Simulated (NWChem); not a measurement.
System: C5H4N, doublet; SMILES [c]1ccccn1

NWChem input:

```
start job
memory heap 200 mb stack 900 mb global 1100 mb
geometry units angstroms noautosym nocenter noautoz
  C     -1.374074    -0.112530     0.000000
  N     -0.920916     1.087705     0.000000
  C      0.405377     1.282725     0.000000
  C      1.285541     0.205280     0.000000
  C      0.763430    -1.093153     0.000000
  C     -0.618939    -1.280581     0.000000
  H      0.765011     2.316928     0.000000
  H      2.363968     0.376626     0.000000
  H      1.435405    -1.956571     0.000000
  H     -1.069113    -2.275209     0.000000
end
basis spherical
  * library 6-31g*
end
dft
  odft
  mult 2
  xc b3lyp
  iterations 150
end
property
  hyperfine
end
task dft property
```

NWChem printed, in part:

```
             Northwest Computational Chemistry Package (NWChem) 7.3.0
             --------------------------------------------------------

                             Geometry "geometry" -> ""
                             -------------------------

 Output coordinates in angstroms (scale by  1.889725989 to convert to a.u.)

  No.       Tag          Charge          X              Y              Z
 ---- ---------------- ---------- -------------- -------------- --------------
    1 C                    6.0000    -1.37407400    -0.11253000     0.00000000
    2 N                    7.0000    -0.92091600     1.08770500     0.00000000
    3 C                    6.0000     0.40537700     1.28272500     0.00000000
    4 C                    6.0000     1.28554100     0.20528000     0.00000000
    5 C                    6.0000     0.76343000    -1.09315300     0.00000000
    6 C                    6.0000    -0.61893900    -1.28058100     0.00000000
    7 H                    1.0000     0.76501100     2.31692800     0.00000000
    8 H                    1.0000     2.36396800     0.37662600     0.00000000
    9 H                    1.0000     1.43540500    -1.95657100     0.00000000
   10 H                    1.0000    -1.06911300    -2.27520900     0.00000000

 Effective nuclear repulsion energy (a.u.)     197.5583904113

                              NWChem Property Module
                              ----------------------

  itol2e modified to match energy
  convergence criterion.

                                 NWChem DFT Module
                                 -----------------

 Summary of "ao basis" -> "ao basis" (spherical)
 ------------------------------------------------------------------------------
       Tag                 Description            Shells   Functions and Types
 ---------------- ------------------------------  ------  ---------------------
 C                           6-31g*                  6       14   3s2p1d
 N                           6-31g*                  6       14   3s2p1d
 H                           6-31g*                  2        2   2s

  itol2e modified to match energy
  convergence criterion.

[...]

          ----------------------
          Hyperfine Interactions
          ----------------------

 Total Spin Density (Fermi Contact Term)
 ------------------ --------------------
     Atom            x         y         z       Density (a.u.)      Aiso(MHz)     Aiso(Gauss)
     1  13-C     -2.59662  -0.21265   0.00000       0.460289        517.452764     184.639702
     2  14-N     -1.74028   2.05546   0.00000       0.258534         83.533410      29.806747
     3  13-C      0.76605   2.42400   0.00000       0.061598         69.247772      24.709285
     4  13-C      2.42932   0.38792   0.00000      -0.007178         -8.069394      -2.879355
     5  13-C      1.44267  -2.06576   0.00000       0.024325         27.345965       9.757704
     6  13-C     -1.16963  -2.41995   0.00000       0.055395         62.274486      22.221048
     7   1-H      1.44566   4.37836   0.00000      -0.001651         -7.377535      -2.632484
     8   1-H      4.46725   0.71172   0.00000       0.002550         11.398972       4.067430
     9   1-H      2.71252  -3.69738   0.00000       0.005104         22.814855       8.140894
    10   1-H     -2.02033  -4.29952   0.00000       0.002535         11.332430       4.043686

           -------------------------------------------
           Anisotropic Interaction (Spin-Dipolar Term)
           -------------------------------------------

 ------------------------------------------------------------
     Atom            x         y         z
 ------------------------------------------------------------
     1  13-C     -2.59662  -0.21265   0.00000

   Spin-Dipolar term (a.u.)
        xx             yy             zz             xy             xz             yz
 ------------------------------------------------------------------------------------------
       0.769783      -0.429536      -0.340247      -0.041277      -0.000000      -0.000000

   Principal Comp. of -hf- tensor (au)            Anisotropic -hfcc- (MHz)               Anisotropic -hfcc- (Gauss)
 --------------------------------------------------------------------------------------------------------------------------
      0.771202    -0.430955    -0.340247     103.487884   -57.829983   -45.657901      36.926988   -20.635141   -16.291847

   Orientation of the principal axis of Hyperfine Tensor w.r.t absolute (molecular) frame
 --------------------------------------------------------------------------------------------------------------------------
      0.999410     0.034356     0.000000
     -0.034356     0.999410    -0.000000
     -0.000000     0.000000     1.000000

 ------------------------------------------------------------
     Atom            x         y         z
 ------------------------------------------------------------
     2  14-N     -1.74028   2.05546   0.00000

   Spin-Dipolar term (a.u.)
        xx             yy             zz             xy             xz             yz
 ------------------------------------------------------------------------------------------
       0.205000      -0.018148      -0.186852      -0.145699      -0.000000       0.000000

   Principal Comp. of -hf- tensor (au)            Anisotropic -hfcc- (MHz)               Anisotropic -hfcc- (Gauss)
 --------------------------------------------------------------------------------------------------------------------------
      0.276939    -0.090087    -0.186852      10.680904    -3.474446    -7.206458       3.811206    -1.239767    -2.571439

[...]
```

Level: B3LYP/6-31G* (spherical d), spin-unrestricted, contact and dipolar terms. In the optimisation the excess spin sits in a' (Cs, its own frame). Geometry: optimised at PBE0/def2-SVP, spin-unrestricted. No frequency run checked for a minimum. No stability test was run on the SCF state.
